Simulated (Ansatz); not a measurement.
A CCSD(T) single point on CH₃BrOSi, SMILES `BrC1O[SiH2]1`.

```yaml
crystal:
  periodic: [false, false, false]
  atoms:
    - {symbol: Br, position_ang: [-0.945062, -1.738739, 1.400159]}
    - {symbol: C, position_ang: [0.349515, -0.653001, 0.459729]}
    - {symbol: O, position_ang: [0.255787, -0.717913, -0.964137]}
    - {symbol: Si, position_ang: [-0.151740, 0.825260, -0.448712]}
    - {symbol: H, position_ang: [1.334971, -0.882509, 0.851647]}
    - {symbol: H, position_ang: [-1.575593, 1.201083, -0.523553]}
    - {symbol: H, position_ang: [0.793422, 1.897919, -0.820733]}
basis:
  gaussian: {orbitals: def2-TZVPP}
correlation: {method: ccsd_t}
output: {orbitals: {seedname: orbitals}}
```

```sh
$ ansatz run in.yaml --threads 2 --pin off --events-out ev --progress --plain --max-ram 4352MiB
```

The program prints (abridged):

```
Functional definition: HF
1200 factors; integrals over basis functions are off by at most 8.0e-4 eV
mean field evaluation 1: about -80973.8852 eV, gradient 3.5e1 eV
mean field evaluation 2: about -80974.1910 eV, gradient 3.5e1 eV
mean field evaluation 4: about -80976.9923 eV, gradient 3.6e0 eV
mean field evaluation 8: about -80977.0550 eV, gradient 2.7e-1 eV
mean field -80977.05543129 eV, -2975.8518988803 hartree, gradient 5.1e-6 eV, S^2 0.000000; 0 other end points of the search recorded, 0 dependent functions left out
16 core orbitals not correlated: weight in the atoms' cores, before any rotation towards them, 1.000 or more for the frozen orbitals, at most 0.000 for the correlated occupied ones
reference -80977.05543129 eV, -2975.8518988803 hartree; 17, 17 occupied and 161, 161 virtual orbitals, 1200 factors
second order -21.66186373 eV of doubles, -0.00000000 eV of singles
cycle   1  -21.55600228 eV  change    1.1e-1 eV  update   1.1e-1
cycle   2  -22.13798903 eV  change   -5.8e-1 eV  update   3.5e-2
cycle   3  -22.27527903 eV  change   -1.4e-1 eV  update   1.9e-2
cycle   4  -22.25681010 eV  change    1.8e-2 eV  update   5.3e-3
cycle   5  -22.25528936 eV  change    1.5e-3 eV  update   3.0e-3
cycle   6  -22.25722999 eV  change   -1.9e-3 eV  update   1.0e-3
cycle   7  -22.25663441 eV  change    6.0e-4 eV  update   4.2e-4
cycle   8  -22.25654944 eV  change    8.5e-5 eV  update   1.2e-4
cycle   9  -22.25660407 eV  change   -5.5e-5 eV  update   5.1e-5
cycle  10  -22.25658556 eV  change    1.9e-5 eV  update   1.8e-5
perturbative correction -0.91801626 eV, -0.0337364752 hartree
Total energy: -81000.23003311 eV, -2976.7035497889 hartree
```

Run time 87 s (2 threads of an Arm Neoverse V2 on a shared host); peak host memory 2.2 GiB.

Correlation energy per correlated electron: -0.682 eV. T1 diagnostic: 0.0124.
